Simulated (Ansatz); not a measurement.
Input (CCSDT(Q)/aug-cc-pVDZ; Ansatz, a first-principles code):

Ansatz 0.2 input:
```yaml
crystal:
  periodic: [false, false, false]
  atoms:
    - {symbol: Ge, position_ang: [-0.01104719, -0.02428911, 0.76784213]}
    - {symbol: Br, position_ang: [1.09411213, -1.62548576, -0.38711500]}
    - {symbol: Br, position_ang: [-1.08401184, 1.64769295, -0.31491209]}
basis:
  gaussian:
    orbitals: aug-cc-pVDZ
total_charge: 1
magnetization: {spin_polarized: true, initial_magnetization: 1}
correlation: {method: ccsdt_q, electrons: outside_noble_gas}
```

Output:

```
Functional definition: HF
integrals: 0.45 GiB planned
1971 factors; integrals over basis functions are off by at most 1.3e-7 eV
mean field: 1.36 GiB planned
mean field evaluation 1: about -196460.8041 eV, gradient 1.6e1 eV
mean field evaluation 2: about -196460.8053 eV, gradient 1.6e1 eV
mean field evaluation 4: about -196462.7983 eV, gradient 1.9e0 eV
mean field evaluation 8: about -196462.8881 eV, gradient 2.1e-3 eV
mean field evaluation 16: about -196462.8838 eV, gradient 2.8e-1 eV
mean field evaluation 32: about -196460.6080 eV, gradient 6.3e-4 eV
mean field -196462.88810638 eV, -7219.8779705812 hartree, gradient 2.5e-6 eV, S^2 0.779243; 2 other end points of the search recorded, 0 dependent functions left out
determinant -196462.88810638 eV, -7219.8779705812 hartree, with singles and doubles -196471.72841566 eV, -7220.2028459549 hartree
determinant -196460.60798563 eV, -7219.7941776890 hartree, with singles and doubles -196469.80653714 eV, -7220.1322182221 hartree
determinant -196460.50078132 eV, -7219.7902380034 hartree, with singles and doubles -196469.67562308 eV, -7220.1274072188 hartree
42 core orbitals not correlated
reference -196462.88810638 eV, -7219.8779705812 hartree; 9, 8 occupied and 57, 58 virtual orbitals, 1971 factors
second order -8.08004500 eV of doubles, -0.00000000 eV of singles
coupled cluster: 4.02 GiB planned
cycle   1  -8.54906114 eV  change   -4.7e-1 eV  update   1.1e-1
cycle   2  -8.93736062 eV  change   -3.9e-1 eV  update   5.8e-2
cycle   3  -9.29326178 eV  change   -3.6e-1 eV  update   3.5e-2
cycle   4  -9.25961862 eV  change    3.4e-2 eV  update   1.4e-2
cycle   5  -9.24090759 eV  change    1.9e-2 eV  update   9.0e-3
cycle   6  -9.25210369 eV  change   -1.1e-2 eV  update   4.3e-3
cycle   7  -9.25703845 eV  change   -4.9e-3 eV  update   2.7e-3
cycle   8  -9.25572664 eV  change    1.3e-3 eV  update   1.3e-3
cycle   9  -9.25574613 eV  change   -1.9e-5 eV  update   8.8e-4
cycle  10  -9.25603772 eV  change   -2.9e-4 eV  update   3.4e-4
cycle  11  -9.25584990 eV  change    1.9e-4 eV  update   1.8e-4
cycle  12  -9.25613971 eV  change   -2.9e-4 eV  update   8.5e-5
cycle  13  -9.25613517 eV  change    4.5e-6 eV  update   3.8e-5
cycle  14  -9.25614118 eV  change   -6.0e-6 eV  update   2.0e-5
cycle  15  -9.25615341 eV  change   -1.2e-5 eV  update   1.1e-5
cycle  16  -9.25615264 eV  change    7.7e-7 eV  update   7.4e-6
cycle  17  -9.25615642 eV  change   -3.8e-6 eV  update   4.2e-6
cycle  18  -9.25615832 eV  change   -1.9e-6 eV  update   2.3e-6
cycle  19  -9.25615733 eV  change    9.9e-7 eV  update   1.2e-6
perturbative correction -0.03077349 eV, -0.0011309048 hartree
Total energy: -196472.17503720 eV, -7220.2192589939 hartree
```
